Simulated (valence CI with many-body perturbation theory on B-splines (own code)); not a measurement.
## Ag³⁴⁺ in brief

Computed by relativistic CI+MBPT: three valence electrons over a frozen Dirac-Fock core [Ne], radial functions for each j: 11 s, 11 p, 10 d, 8 f, 5 g, 2 h, with the one-electron correlation potential Σ1 (screened to all orders), the two-electron term Σ2, the three-electron term Σ3, Breit, model QED; selected single and double excitations, second order for the rest, scaled by the run's own slope (own B-spline code, finite nucleus).

The last digits are not significant, and no measured levels were compared; by estimate large intervals hold to a few tenths of a per cent, small ones and those within an open d or f shell to about a per cent.

Levels are named by their leading jj configuration (3d3/2^4 stands for four electrons in 3d with j = 3/2), which in mixed levels can hold well under half, so a name can repeat and another be missing.

Rates and lifetimes use the calculated energies. Strong lines usually hold to 10 to 20 %, long lifetimes can be off by a factor of two.

Q: What is the ground level?

A: (3s^2 3p1/2) J=1/2, composition 99 % 3s2 3p 2P°, g = 0.660.

Q: Where does the other parity begin?

A: At (3s 3p1/2^2) J=1/2, 652.67 × 10³ cm⁻¹.

Q: How well does LS coupling describe the low levels?

A: Among the lowest 20 levels the leading LS term, summed over configurations, holds 71 % on average. For single configurations the figures are 66 % in LS and 84 % in jj coupling. Terms mix most in the J = 3/2 level at 1759.5 × 10³ cm⁻¹, where the leading one holds 39 %.

Q: Name the longest-lived excited levels whose lifetime is computed, and their main decay.

A: (3s 3p3/2 3d5/2) J=9/2 at 2268.5 × 10³ cm⁻¹ lives 3.82 μs, mostly by M1 to (3s 3p1/2 3d5/2) J=7/2; (3s^2 3p3/2) J=3/2 at 347.30 × 10³ cm⁻¹ lives 2.65 μs, mostly by M1 to (3s^2 3p1/2) J=1/2; (3s 3p1/2 3p3/2) J=3/2 at 897.32 × 10³ cm⁻¹ lives 1.80 ns, mostly by E1 to (3s^2 3p3/2) J=3/2.

Q: What is the ionisation energy?

A: 2152.2 eV; NIST lists 2131 ± 10 eV (semi-empirical).

Q: Among levels below 8494.2 × 10³ cm⁻¹, which E1 lines absorb most strongly from the ground level?

A: to (3s^2 3d3/2) J=3/2 at 7.218 nm, f = 0.349; to (3s 3p1/2 3p3/2) J=1/2 at 8.746 nm, f = 0.193; to (3s 3p1/2 3p3/2) J=3/2 at 9.316 nm, f = 0.102.
